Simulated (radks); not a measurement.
Q: Cr+, 23 electrons, occupied as [Ar] 3d5 (the NIST ground configuration). All-electron calculation, Dirac Kohn-Sham, PBEsol, spin-unpolarised, spherical densities, finite nucleus; open shells are shared between the two j in proportion to 2j + 1; Fermi nuclear charge, rms radius 3.6452 fm. Program: a radial shooting solver on a logarithmic mesh with Libxc functionals. Some entries of the table are withheld. Estimate them.

| orbital | occ. | eigenvalue (hartree) | <r^2> (bohr^2) |
|---|---|---|---|
| 1s1/2 | 2 | (1) | 0.005439 |
| 2s1/2 | 2 | -24.72798 | 0.1017 |
| 2p1/2 | 2 | (2) | (3) |
| 2p3/2 | 4 | (4) | (5) |
| 3s1/2 | 2 | (6) | 0.9453 |
| 3p1/2 | 2 | (7) | 1.096 |
| 3p3/2 | 4 | (8) | 1.118 |
| 3d3/2 | 2 | -0.36354 | 2.698 |
| 3d5/2 | 3 | -0.36059 | 2.727 |

A: 
(1) 1s1/2 eigenvalue (hartree): -216.0931
(2) 2p1/2 eigenvalue (hartree): -21.04402
(3) 2p1/2 <r^2> (bohr^2): 0.08209
(4) 2p3/2 eigenvalue (hartree): -20.72665
(5) 2p3/2 <r^2> (bohr^2): 0.08378
(6) 3s1/2 eigenvalue (hartree): -2.96579
(7) 3p1/2 eigenvalue (hartree): -1.94751
(8) 3p3/2 eigenvalue (hartree): -1.91028
